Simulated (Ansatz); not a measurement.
Abridged output of a molecular run in Ansatz:

```
Functional definition: HF
1368 factors; integrals over basis functions are off by at most 1.2e-3 eV
mean field evaluation 1: about -34292.1007 eV, gradient 4.3e1 eV
mean field evaluation 2: about -34292.4165 eV, gradient 4.4e1 eV
mean field evaluation 4: about -34296.0448 eV, gradient 3.3e0 eV
mean field evaluation 8: about -34296.1184 eV, gradient 3.4e-1 eV
mean field evaluation 16: about -34296.1191 eV, gradient 1.2e-6 eV
mean field -34296.11908400 eV, -1260.3591295925 hartree, gradient 1.2e-6 eV, S^2 0.000000; 0 other end points of the search recorded, 0 dependent functions left out
17 core orbitals not correlated: weight in the atoms' cores, before any rotation towards them, 1.000 or more for the frozen orbitals, at most 0.000 for the correlated occupied ones
reference -34296.11908400 eV, -1260.3591295925 hartree; 16, 16 occupied and 197, 197 virtual orbitals, 1368 factors
second order -26.05039319 eV of doubles, -0.00000000 eV of singles
cycle   1  -26.44273562 eV  change   -3.9e-1 eV  update   1.1e-1
cycle   2  -27.01518118 eV  change   -5.7e-1 eV  update   3.1e-2
cycle   3  -27.14059520 eV  change   -1.3e-1 eV  update   1.5e-2
cycle   4  -27.12747480 eV  change    1.3e-2 eV  update   3.3e-3
cycle   5  -27.12539174 eV  change    2.1e-3 eV  update   1.3e-3
cycle   6  -27.12572828 eV  change   -3.4e-4 eV  update   3.9e-4
cycle   7  -27.12541249 eV  change    3.2e-4 eV  update   1.4e-4
cycle   8  -27.12536288 eV  change    5.0e-5 eV  update   4.0e-5
cycle   9  -27.12538026 eV  change   -1.7e-5 eV  update   1.6e-5
perturbative correction -1.05946224 eV, -0.0389345191 hartree
Total energy: -34324.30392649 eV, -1261.3949034497 hartree
```

Its atoms:

Cartesian coordinates in Å:
```
O -0.164 0.770 -1.204
Si -0.338 -0.072 0.179
F -1.891 -0.209 0.504
S 0.422 0.861 1.919
S 0.596 -1.934 -0.133
H -0.589 1.630 -1.253
H 1.674 0.899 1.431
H 0.292 -1.945 -1.443
```

**Question.** Which basis set was used?
A. def2-TZVPP
B. def2-TZVPPD
C. def2-SVPD
D. def2-QZVPP

**Answer.** A. It gives 230 functions.

**Question.** Write the keys of the input that set method, charge and spin (a neutral closed shell needs none for the last two).

**Answer.** 
```yaml
correlation: {method: ccsd_t}
```
